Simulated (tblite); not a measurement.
Parent: `[NH2:1][SiH2:2][C@@H:3]1[CH2:4][CH2:5][CH2:6][C@H:7]1[F:8]` with H–N1–Si2–C3 -176° and -33°, N1–Si2–C3–C4 -175°, Si2–C3–C4–C5 -166°, C3–C4–C5–C6 38°, C4–C5–C6–C7 -20°, C5–C6–C7–F8 -126°, C5H12FNSi.

Structures optimised with GFN2-xTB, isolated species. One conformer each, not checked by frequencies here.

| coordinate of the parent | value |
| --- | --- |
| N1–Si2 | 1.715 Å |
| Si2–C3 | 1.900 Å |
| C3–C4 | 1.525 Å |
| C4–C5 | 1.529 Å |
| C5–C6 | 1.534 Å |
| C6–C7 | 1.538 Å |
| C7–F8 | 1.385 Å |
| C3–C7 | 1.528 Å |
| N1–Si2–C3 | 104.9° |
| Si2–C3–C4 | 115.5° |
| Si2–C3–C7 | 114.3° |
| C4–C3–C7 | 102.6° |
| C3–C4–C5 | 103.4° |
| C4–C5–C6 | 104.2° |
| C5–C6–C7 | 105.7° |
| C6–C7–F8 | 111.1° |
| C3–C7–C6 | 106.7° |
| C3–C7–F8 | 110.7° |

**Question.** How does the shared frame change in `[NH2:1][SiH2:2][C@H:3]1[CH2:4][CH2:5][CH:6]=[C:7]1[F:8]` with H–N1–Si2–C3 40° and -179°, N1–Si2–C3–C4 178°, Si2–C3–C4–C5 99°, C3–C4–C5–C6 20°, C4–C5–C6–C7 -12°, Si2–C3–C7–C6 -107°, C5H10FNSi? Atoms pair as N1 = N1, Si2 = Si2, C3 = C3, C4 = C4, C5 = C5, C6 = C6, C7 = C7, F8 = F8 (parent first).

**Answer.** 
```json
{"parent": "N1–Si2", "relative": "N1–Si2", "value in the relative": "1.716 Å", "change": "+0.001"}
{"parent": "Si2–C3", "relative": "Si2–C3", "value in the relative": "1.915 Å", "change": "+0.015"}
{"parent": "C3–C4", "relative": "C3–C4", "value in the relative": "1.537 Å", "change": "+0.012"}
{"parent": "C4–C5", "relative": "C4–C5", "value in the relative": "1.541 Å", "change": "+0.012"}
{"parent": "C5–C6", "relative": "C5–C6", "value in the relative": "1.500 Å", "change": "-0.034"}
{"parent": "C6–C7", "relative": "C6=C7", "value in the relative": "1.321 Å", "change": "-0.217"}
{"parent": "C7–F8", "relative": "C7–F8", "value in the relative": "1.351 Å", "change": "-0.034"}
{"parent": "C3–C7", "relative": "C3–C7", "value in the relative": "1.486 Å", "change": "-0.042"}
{"parent": "N1–Si2–C3", "relative": "N1–Si2–C3", "value in the relative": "104.7°", "change": "-0.2"}
{"parent": "Si2–C3–C4", "relative": "Si2–C3–C4", "value in the relative": "113.7°", "change": "-1.8"}
{"parent": "Si2–C3–C7", "relative": "Si2–C3–C7", "value in the relative": "110.8°", "change": "-3.5"}
{"parent": "C4–C3–C7", "relative": "C4–C3–C7", "value in the relative": "101.5°", "change": "-1.1"}
{"parent": "C3–C4–C5", "relative": "C3–C4–C5", "value in the relative": "105.7°", "change": "+2.3"}
{"parent": "C4–C5–C6", "relative": "C4–C5–C6", "value in the relative": "103.7°", "change": "-0.5"}
{"parent": "C5–C6–C7", "relative": "C5–C6–C7", "value in the relative": "109.6°", "change": "+3.9"}
{"parent": "C6–C7–F8", "relative": "C6–C7–F8", "value in the relative": "125.4°", "change": "+14.3"}
{"parent": "C3–C7–C6", "relative": "C3–C7–C6", "value in the relative": "114.9°", "change": "+8.2"}
{"parent": "C3–C7–F8", "relative": "C3–C7–F8", "value in the relative": "119.6°", "change": "+8.9"}
```

Of the parent's bonds, C6–C7 changes most (-0.217 Å). Point group C1 → C1.

These are computed values.
